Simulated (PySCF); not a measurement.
SMILES C[N]([GeH3])[SiH](C)C (GFN2-xTB optimised geometry):

```
19

Si     0.519     0.747     0.000
C     -0.145    -0.145    -1.533
C      2.420     0.747     0.000
N     -0.052    -0.089     1.412
C      0.394     0.440     2.691
Ge    -1.567    -1.113     1.403
H      0.033     2.147     0.000
H      0.203    -1.172    -1.578
H     -1.231    -0.159    -1.534
H      0.182     0.357    -2.438
H      2.800     1.086    -0.958
H      2.818     1.413     0.759
H      2.824    -0.244     0.185
H     -0.015     1.434     2.892
H      0.086    -0.225     3.500
H      1.481     0.515     2.702
H     -1.445    -2.147     0.333
H     -2.824    -0.314     1.168
H     -1.640    -1.749     2.760
```

Calculation: CAM-B3LYP/def2-SVP (PySCF).

Question: What are the frontier orbital energies and the dipole moment?

Answer: HOMO-2 -10.22 eV, HOMO-1 -9.87 eV, HOMO -7.76 eV, LUMO 2.05 eV, LUMO+1 2.70 eV; dipole moment 0.34 D.

Meta-Löwdin charges at CAM-B3LYP/def2-SVP: Si1 0.89, C2 -0.55, C3 -0.55, N4 -0.63, C5 -0.18, Ge6 0.51, H7 -0.16, H8 0.11, H9 0.11, H10 0.11, H11 0.11, H12 0.11, H13 0.11, H14 0.08, H15 0.10, H16 0.09, H17 -0.08, H18 -0.10, H19 -0.08.
